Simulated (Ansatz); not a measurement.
Geometry optimisation, RKS PBE-D4/def2-SVP in Ansatz.

input.yaml

```yaml
crystal:
  periodic: [false, false, false]
  atoms:
    - { symbol: Ge, position_ang: [0.0, 0.0, 0.0] }
    - { symbol: F, position_ang: [0.0, 0.0, 2.03] }
    - { symbol: Cl, position_ang: [2.0935, 0.0, -0.7393] }
    - { symbol: Cl, position_ang: [-1.0456, 1.8115, -0.7393] }
    - { symbol: Cl, position_ang: [-1.0456, -1.8115, -0.7393] }
    - { symbol: H, position_ang: [-1.7556, 0.0, 0.5833] }
    - { symbol: H, position_ang: [-1.3158, 0.0, 1.5287] }
basis:
  gaussian: { orbitals: def2-SVP }
hamiltonian:
  xc: pbe
  dispersion: d4
relax:
  f_tol: 0.15
  max_steps: 25
  restrain:
    - { distance: [0, 5], at: 2.75, k: 30.0 }
    - { distance: [6, 1], at: 2.12, k: 30.0 }
    - { distance: [0, 1], at: 1.68, k: 30.0 }
    - { distance: [6, 5], at: 0.66, k: 30.0 }
```

Command:

```bash
$ ansatz run input.yaml --threads 4 --pin off --max-ram 5120MiB --backend cpu --events-out ev --progress --plain --runs-dir out
```

Question: Where does it end, and by what steps?

Answer: It converged. The restraints hold the end off the free minimum; the threshold counts their pulls, which the force column leaves out. Restrained pairs: Ge1–H6 (1.85 → 2.76 Å), F2–H7 (1.41 → 2.13 Å), Ge1–F2 (2.03 → 1.71 Å), H6–H7 (1.04 → 0.72 Å). After 5 steps the energy has fallen by 2.271 eV (the restraints' own energy left out); H6 moved furthest, 0.73 Å.

| step | energy less start (eV) | largest force component (eV/Å) | accepted |
| --- | --- | --- | --- |
| 0 | 0.0000 | 3.031 | yes |
| 1 | -0.8881 | 2.526 | yes |
| 2 | -1.3041 | 4.303 | yes |
| 3 | -1.8123 | 2.759 | yes |
| 4 | -2.2332 | 1.526 | yes |
| 5 | -2.2713 | 1.476 | yes |

```xyz
7
Properties=species:S:1:pos:R:3
Ge 0.197 0.000 -0.089
F 0.235 0.000 1.622
Cl 2.241 0.000 -0.742
Cl -0.767 1.780 -0.779
Cl -0.767 -1.780 -0.779
H -2.313 0.000 1.053
H -1.893 0.000 1.639
```

The run took 3.4 s on 4 threads of AMD EPYC 9R45 96-Core Processor (Zen 5), on a shared host, peak memory 0.18 GiB.
